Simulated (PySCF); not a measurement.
# SrMg: frontier orbitals

r²SCAN at R = 4.119 Å; basis Sr def2-SVPD with ECP28, Mg def2-SVPD; scalar-relativistic core potentials; PySCF 2.14. State: ¹Σ⁺ (singlet), closed shell. Only the outer orbitals are listed, counted within each symmetry, core potentials removing the inner ones.

| orbital | occ. | ε (eV) | on Sr (%) | main shells (%) |
| --- | --- | --- | --- | --- |
| 4σ | 2 | -43.01 | 100 | 100 Sr s |
| 2π | 2 | -23.93 | 100 | 100 Sr p |
| 2π | 2 | -23.93 | 100 | 100 Sr p |
| 5σ | 2 | -23.89 | 100 | 100 Sr p |
| 6σ | 2 | -5.10 | 16 | 83 Mg s, 12 Sr s |
| 7σ | 2 | -3.44 | 80 | 78 Sr s, 12 Mg s |
| 8σ | 0 | -1.78 | 43 | 54 Mg p, 24 Sr p, 14 Sr d |
| 3π | 0 | -1.72 | 48 | 51 Mg p, 28 Sr p, 20 Sr d |
| 3π | 0 | -1.72 | 48 | 51 Mg p, 28 Sr p, 20 Sr d |

**Question.** Which are the highest filled and the lowest empty level, where do they sit, and how wide is the gap?

**Answer.** Highest filled 7σ at -3.44 eV (in %: 78 Sr s, 12 Mg s); lowest empty 8σ at -1.78 eV (in %: 54 Mg p, 24 Sr p, 14 Sr d); the gap at r²SCAN is 1.66 eV.

```
bond order (Mayer)                               : 0.51
⟨S²⟩                                             : 0.000
charge on Sr (Mulliken, basis-dependent)         : 0.09
charge on Sr (Löwdin, basis-dependent)           : 0.01
dipole moment (positive dipole means Sr(−)Mg(+)) : -0.37 D
```

Closed-shell solutions of metal pairs were not tested for spin polarisation, which can lower them a little.
